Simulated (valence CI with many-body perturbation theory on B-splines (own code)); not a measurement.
**Sensitivity of CI+MBPT for Br12+**

Computed by valence CI with perturbative core correlation (CI+MBPT): five valence electrons over a frozen Dirac-Fock core [Ar], radial functions for each j: 6 s, 6 p, 5 d, 5 f, 1 g, with the one-electron correlation potential Σ1, the two-electron term Σ2, the three-electron term Σ3, Breit, model QED; selected CI, second order for the rest, scaled by the run's own slope (own B-spline code, finite nucleus).

No measured levels were compared; by estimate terms of the open shell hold to 2 to 4 % of their energy, and close levels can change places. Among the levels kept, up to 370 cm⁻¹ of a level comes from second order outside the variational space, and about a tenth of that is noise between levels of different J, which matters for small intervals. Only levels of the ground parity were solved; by the run's estimate the other parity begins above the list, which can be wrong where configurations are misplaced.

The reference run has the lowest level 3d⁵ ⁶S_5/2 and an ionisation energy of 392.234 eV. Its largest variational space holds 9988 state functions.

Names give the largest LS component (configuration and term), which can be under half, so a name can repeat, a term be missing and a line seem to break the LS rules; names also repeat where a configuration has a term twice.

Changed runs:
A. cutoff of virtual states (hartree) 2450 → 960
B. logarithmic knot step 0.27 → 0.2
C. selection threshold (hartree) 2e-08 → 1e-06
D. box radius (bohr) 8.816 → 1.93 (bad on purpose)

Excitation energies of the reference run in cm⁻¹, and shifts in cm⁻¹:

```tsv
Level	Reference	A	B	C	D
3d⁵ ⁴G_5/2	69962	+0.3	+0.1	+0.1	-3.9
3d⁵ ⁴G_11/2	70782	-0.4	+0.1	-2.7	+9.1
3d⁵ ⁴G_7/2	70979	-0.1	+0.1	+0.1	+3.7
3d⁵ ⁴G_9/2	71417	-0.4	+0.1	-1.3	+6.0
3d⁵ ⁴P_5/2	75669	+0.6	+0.1	+0.1	-41
3d⁵ ⁴P_3/2	77546	+0.2	+0.1	-1.5	-34
3d⁵ ⁴P_1/2	79812	-0.2	+0.1	0	-246
3d⁵ ⁴D_7/2	85760	-0.3	+0.2	+0.1	-47
3d⁵ ⁴D_1/2	88856	-1.1	+0.2	-0.5	-296
3d⁵ ⁴D_5/2	89814	-0.9	+0.2	+0.1	-45
3d⁵ ⁴D_3/2	90245	-1.3	+0.2	-1.4	-37
3d⁵ ²I_11/2	101922	-0.2	+0.2	-3.7	+36
Ionisation energy (eV)	392.234	-0.0032	+0.0014	+0.0025	-0.041
```
